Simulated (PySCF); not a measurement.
# Ionisation energy of Xe(2+) by level of theory

Xe(2+) [Kr] 4d10 5s2 5p4 (3P) → Xe(3+) [Kr] 4d10 5s2 5p3 (4S), as a difference of total energies. Computed with PySCF 2.14 in x2c-TZVPPall, with the spin-free X2C one-electron Hamiltonian (Gaussian nucleus). Correlated levels: valence: [Kr] 4d10 frozen; valence and next inner shell: [Ar] 3d10 frozen. The calculations carry no spin-orbit coupling.

```json
{"method": "UHF", "ionisation energy (eV)": "29.301"}
{"method": "LDA", "ionisation energy (eV)": "30.791"}
{"method": "PBE", "ionisation energy (eV)": "30.444"}
{"method": "PBE0", "ionisation energy (eV)": "30.457"}
{"method": "r2SCAN", "ionisation energy (eV)": "30.434"}
{"method": "B3LYP", "ionisation energy (eV)": "30.634"}
{"method": "TPSSh", "ionisation energy (eV)": "30.433"}
{"method": "wB97X", "ionisation energy (eV)": "30.613"}
{"method": "wB97X-V", "ionisation energy (eV)": "30.613"}
{"method": "ROHF", "ionisation energy (eV)": "29.214"}
{"method": "MP2 (valence)", "ionisation energy (eV)": "29.869"}
{"method": "SCS-MP2 (valence)", "ionisation energy (eV)": "29.922"}
{"method": "MP2 (valence and next inner shell)", "ionisation energy (eV)": "30.035"}
{"method": "SCS-MP2 (valence and next inner shell)", "ionisation energy (eV)": "30.034"}
```

How much does correlation contribute at MP2 (valence and next inner shell)?

30.035 − (29.301) = 0.734 eV, measured against UHF.

A first-order spin-orbit estimate (lowest level to lowest level, LS coupling) adds 0.442 eV.

Errors of the correlated levels include the incompleteness of this basis and the frozen core.

For comparison: 31.05 ± 0.04 eV (semi-empirical (NIST evaluation); NIST Atomic Spectra Database, ionization energies).
